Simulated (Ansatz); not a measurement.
CBP (C36H24N2). Charge 0, multiplicity 1. Geometry PBE-D4/def2-SVP, basis def2-SVP, Ansatz.

Cartesian coordinates in Å:
```
C -6.591 -1.471 -5.032
C -5.204 -1.204 -5.046
C -4.482 -1.020 -3.859
C -5.186 -1.104 -2.647
C -6.585 -1.392 -2.613
C -7.285 -1.571 -3.820
C -6.967 -1.449 -1.217
C -8.187 -1.672 -0.553
C -8.218 -1.633 0.846
C -7.044 -1.363 1.585
C -5.816 -1.138 0.949
C -5.786 -1.196 -0.454
N -4.715 -0.988 -1.333
C -3.381 -0.709 -0.955
C -2.702 0.398 -1.503
C -1.380 0.665 -1.133
C -0.698 -0.146 -0.197
C 0.698 0.146 0.197
C 1.161 -0.122 1.506
C 2.476 0.160 1.887
C 3.381 0.709 0.955
N 4.715 0.988 1.333
C 5.378 2.209 1.150
C 4.896 3.416 0.615
C 5.775 4.506 0.574
C 7.099 4.405 1.058
C 7.568 3.206 1.606
C 6.706 2.095 1.661
C 6.846 0.746 2.169
C 7.905 0.037 2.766
C 7.710 -1.301 3.128
C 6.473 -1.939 2.888
C 5.401 -1.257 2.295
C 5.595 0.091 1.951
C 2.939 0.974 -0.356
C 1.617 0.704 -0.721
C -1.398 -1.248 0.348
C -2.714 -1.533 -0.028
H -7.127 -1.607 -5.983
H -4.675 -1.142 -6.009
H -3.400 -0.826 -3.880
H -8.363 -1.793 -3.807
H -9.104 -1.868 -1.129
H -9.165 -1.808 1.378
H -7.093 -1.325 2.683
H -4.911 -0.915 1.531
H -3.228 1.064 -2.202
H -0.878 1.552 -1.549
H 0.462 -0.521 2.257
H 2.806 -0.018 2.920
H 3.864 3.507 0.249
H 5.422 5.462 0.158
H 7.763 5.281 1.007
H 8.595 3.131 1.996
H 8.873 0.531 2.940
H 8.529 -1.866 3.598
H 6.345 -2.996 3.167
H 4.447 -1.766 2.100
H 3.650 1.371 -1.095
H 1.301 0.891 -1.759
H -0.885 -1.921 1.050
H -3.228 -2.417 0.377
```

| run | HOMO (eV) | LUMO (eV) |
| --- | --- | --- |
| A | -4.92 | -2.25 |
| B | -4.67 | -2.01 |
| C | -8.00 | 0.43 |
| D | -4.85 | -2.17 |
| E | -5.11 | -2.19 |
| F | -5.80 | -1.50 |

LC-ωPBE has ω = 0.4 bohr⁻¹. Single mean-field runs in def2-SVP are fitted with def2-universal-jkfit.

The runs used BLYP, LC-ωPBE, PBE, PBE0, r2SCAN, revPBE. Estimate which is which.

A PBE (0 % exact exchange); B BLYP (0 % exact exchange); C LC-ωPBE (range-separated); D revPBE (0 % exact exchange); E r2SCAN (0 % exact exchange); F PBE0 (25 % exact exchange). Exact exchange lowers occupied and raises empty levels; among semilocal functionals meta-GGAs tend to open the gap a little, and such runs are hard to tell apart. The gap grows from 2.66 eV (BLYP) to 8.43 eV (LC-ωPBE).
